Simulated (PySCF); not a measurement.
C4H5Br, SMILES C=C=CCBr. Atoms are numbered in the order given.

```xyz
10

C      3.4300    -0.2371     0.7513
C      2.2103    -0.6457     0.5110
C      0.9802    -1.0519     0.2803
C     -0.2198    -0.3955     0.8666
Br    -1.3222     0.4782    -0.5341
H      3.9169     0.5040     0.1058
H      4.0058    -0.6232     1.6009
H      0.8112    -1.9134    -0.3803
H     -0.9035    -1.1170     1.3333
H      0.0416     0.3949     1.5804
```
Charge 0, spin multiplicity 1.

The structure is a stationary point at r2SCAN-D4/def2-SVP. Other conformers were not sampled.

These are TDA-ωB97X/def2-SVPD (PySCF) values and carry that method's errors.

Vertical excitations. Isolated molecule, no solvent.

Computed lowest excited states:
| state | energy (eV) | λ (nm) | f | main pairs |
|---|---|---|---|---|
| S1 | 5.77 | 215 | 0.028 | HOMO→LUMO 41 %, HOMO−1→LUMO 14 %, HOMO→LUMO+1 13 %, HOMO−2→LUMO 7 % |
| S2 | 5.90 | 210 | 0.003 | HOMO−1→LUMO 62 %, HOMO−2→LUMO 17 % |
| S3 | 6.05 | 205 | 0.001 | HOMO→LUMO+1 28 %, HOMO−2→LUMO 23 %, HOMO−3→LUMO 20 %, HOMO→LUMO+2 6 % |
| S4 | 6.18 | 201 | 0.005 | HOMO−3→LUMO 40 %, HOMO−2→LUMO 15 %, HOMO→LUMO+1 7 %, HOMO−3→LUMO+1 7 % |
| S5 | 7.02 | 177 | 0.549 | HOMO→LUMO 38 %, HOMO−2→LUMO 20 %, HOMO→LUMO+1 12 %, HOMO−3→LUMO 8 % |
| S6 | 7.67 | 162 | 0.004 | HOMO→LUMO+2 38 %, HOMO→LUMO+1 24 %, HOMO−2→LUMO+1 7 %, HOMO−1→LUMO+1 7 % |
| S7 | 7.87 | 158 | 0.262 | HOMO−1→LUMO+1 47 %, HOMO−1→LUMO+2 12 %, HOMO→LUMO+2 11 % |
| S8 | 7.95 | 156 | 0.338 | HOMO−2→LUMO+1 31 %, HOMO−1→LUMO+4 13 %, HOMO−2→LUMO+2 12 %, HOMO−3→LUMO+1 10 % |
| S9 | 8.06 | 154 | 0.142 | HOMO−3→LUMO+2 31 %, HOMO−1→LUMO+2 11 %, HOMO→LUMO+3 10 %, HOMO−2→LUMO+2 9 % |
| S10 | 8.11 | 153 | 0.151 | HOMO−3→LUMO+1 38 %, HOMO−2→LUMO+2 17 %, HOMO→LUMO+4 9 %, HOMO−1→LUMO+2 7 % |
| T1 | 4.37 | 284 | 0 | HOMO→LUMO 46 %, HOMO→LUMO+1 12 %, HOMO→LUMO+3 9 %, HOMO−2→LUMO 7 % |
| T2 | 4.79 | 259 | 0 | HOMO−3→LUMO+1 23 %, HOMO−2→LUMO+1 16 %, HOMO→LUMO 12 %, HOMO−1→LUMO+1 11 % |
| T3 | 5.23 | 237 | 0 | HOMO−1→LUMO 70 % |
| T4 | 5.32 | 233 | 0 | HOMO−2→LUMO 41 %, HOMO−3→LUMO 20 %, HOMO→LUMO 14 % |
Triplets are in the Tamm–Dancoff approximation.
